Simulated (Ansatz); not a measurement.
Consider the ligand exchange at the Si–O bond: `C[SiH2]O[SiH2]F` + dimethylamine → `C[SiH2]N(C)C` + `O[SiH2]F`.

Program: Ansatz. Geometries: PBE0-D4/def2-TZVP. ΔE: electronic, gas phase. CBS: MP2 limit from def2 TZ/QZ plus the TZ coupled-cluster correction, frozen cores. DFT in def2-TZVPP. B3LYP here is the variant with VWN-RPA as its local correlation; programs differ in this. HSE06 is defined as in plane-wave codes. Each species was taken in one conformer, which may not be the lowest.

`C[SiH2]O[SiH2]F`:

Z-matrix (Å, degrees):
```
C
Si 1 1.856
H 1 1.093 2 110.4
H 1 1.092 2 110.9 3 119.9
H 1 1.093 2 110.8 3 -119.9
O 2 1.648 1 110.3 3 -179.8
H 2 1.489 1 110.6 3 59.9
H 2 1.485 1 111.2 3 -61.4
Si 6 1.614 2 146.6 1 -76.7
F 9 1.597 6 109.5 2 56.0
H 9 1.480 6 110.8 2 -61.6
H 9 1.477 6 108.9 2 173.5
```

`CNC`:

Z-matrix (Å, degrees):
```
C
N 1 1.445
H 1 1.094 2 109.4
H 1 1.092 2 110.0 3 117.9
H 1 1.104 2 114.0 3 -120.2
C 2 1.445 1 112.8 3 65.3
H 2 1.011 1 109.8 3 -171.9
H 6 1.104 2 114.0 1 54.9
H 6 1.094 2 109.4 1 -65.3
H 6 1.092 2 110.0 1 176.8
```

`C[SiH2]N(C)C`:

Z-matrix (Å, degrees):
```
C
Si 1 1.866
H 1 1.092 2 111.2
H 1 1.092 2 112.0 3 121.6
H 1 1.093 2 109.4 3 -119.6
N 2 1.723 1 110.9 3 -54.4
H 2 1.500 1 107.6 3 -179.7
H 2 1.489 1 111.3 3 63.4
C 6 1.442 2 121.4 1 -47.8
C 6 1.442 2 120.5 1 159.2
H 9 1.092 6 110.8 2 28.1
H 9 1.097 6 110.5 2 147.1
H 9 1.101 6 112.7 2 -92.9
H 10 1.092 6 110.4 2 -27.2
H 10 1.101 6 112.8 2 93.6
H 10 1.098 6 110.5 2 -146.3
```

`O[SiH2]F`:

Cartesian coordinates in Å:
```
O 0.011 1.057 -0.709
Si 0.068 -0.385 0.048
F -1.384 -0.828 0.543
H -0.141 1.849 -0.192
H 0.532 -1.362 -0.953
H 0.914 -0.331 1.264
```

```csv
level,ΔE (kJ/mol),difference from CCSD(T)/CBS
r2SCAN-D4,64.6,0.1
B97M-V,66.9,2.4
PBE0-D4,60.4,-4.1
B3LYP-D4,66.1,1.6
r2SCANh-D4,65.2,0.7
ωB97M-V,63.3,-1.2
HSE06,63.1,-1.4
HF/def2-QZVPP,88.2,23.7
HF/CBS(def2),88.4,23.9
CCSD/CBS(def2),68.0,3.5
CCSD(T)/CBS,64.5,0
```

Largest T1 diagnostic among the species: 0.011.

In def2-TZVPP, CCSD(T) changes the Hartree–Fock value by −23.1 kJ/mol (the triples alone add −3.6 kJ/mol) and MP2 by −26.1 kJ/mol. From PBE to PBE0 (25 % exact exchange), in def2-TZVPP and without D4, ΔE moves by +3.6 kJ/mol. Leaving LDA and LC-ωPBE aside and taking each functional with its dispersion term where it has one, the values, not all of them listed here, spread over 19.6 kJ/mol, from revPBE-D4 to BHLYP-D4. LDA lies −9.5 kJ/mol from PBE without D4.
